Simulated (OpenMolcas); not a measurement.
**How basis sets differ on BSiN2H5 (SMILES N[SiH]1BN1)**

BSiN2H5: 9 atoms, total charge 0, spin state singlet. As SMILES, `N[SiH]1BN1`. The coordinates come from a PBE0-D4/def2-TZVP relaxation. This is one conformer, not always the lowest.

```xyz
9

N    -0.6378    1.5881    0.2182
Si    0.2589    0.1755    0.5305
B    -0.2339   -1.6258    0.1102
N     0.6505   -0.9716   -0.7384
H    -0.2213    2.5033    0.2129
H    -1.5618    1.5773   -0.1773
H     1.4412    0.6209    1.3052
H    -0.7413   -2.7024    0.1144
H     1.1340   -1.2116   -1.5929
```

Quantity: the dipole moment, in D. The values are calculated.

| level | kind | program | value (D) | CPU time |
| --- | --- | --- | --- | --- |
| HF/ANO-R0 (sfX2C) | Hartree–Fock | OpenMolcas | 3.19 | 6.2 s |
| HF/STO-3G | Hartree–Fock | OpenMolcas | 1.23 | 1.7 s |
| HF/3-21G | Hartree–Fock | OpenMolcas | 1.94 | 1.8 s |
| HF/cc-pVDZ | Hartree–Fock | OpenMolcas | 1.96 | 6.3 s |

The values span 1.23 to 3.19 D. Magnitudes only. Sets without polarisation functions give poor dipoles. Times are those of the runs behind each value, whatever else they computed, on shared processors of several kinds: orders of magnitude only.
